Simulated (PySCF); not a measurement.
SMILES OB(c1cccs1)O (C4H5BO2S), GFN2-xTB optimised geometry.

```
13

O     -0.64    -2.85     0.01
B     -1.06    -1.55     0.00
O     -2.39    -1.30     0.00
C     -0.07    -0.34     0.00
C      1.30    -0.34     0.00
C      1.87     0.95     0.00
C      0.93     1.93     0.00
S     -0.66     1.29     0.00
H      0.30    -2.99     0.01
H     -2.93    -2.09     0.01
H      1.89    -1.24     0.00
H      2.93     1.13     0.00
H      1.08     2.99     0.00
```

Density from B3LYP/def2-TZVP run with PySCF at that geometry.

Minimum of the electron density along straight lines between bonded atoms, close to the bond critical point (lines longer than 1.1 times the sum of covalent radii, or with two minima, are not listed):

```tsv
bond	length / Å	ρ at the minimum / e bohr⁻³	∇²ρ there / e bohr⁻⁵	position (fraction from the first atom)
O1–B2	1.363	0.209	0.90	0.67
B2–O3	1.349	0.218	0.94	0.33
B2–C4	1.561	0.188	-0.23	0.33
C4–C5	1.371	0.329	-0.96	0.50
C5–C6	1.408	0.309	-0.89	0.50
C6–C7	1.359	0.336	-1.00	0.49
C4–S8	1.735	0.211	-0.41	0.47
C7–S8	1.716	0.220	-0.47	0.49
O1–H9	0.955	0.365	-2.51	0.81
O3–H10	0.957	0.362	-2.49	0.81
C5–H11	1.078	0.288	-1.03	0.64
C6–H12	1.076	0.290	-1.05	0.65
C7–H13	1.072	0.293	-1.07	0.65
```
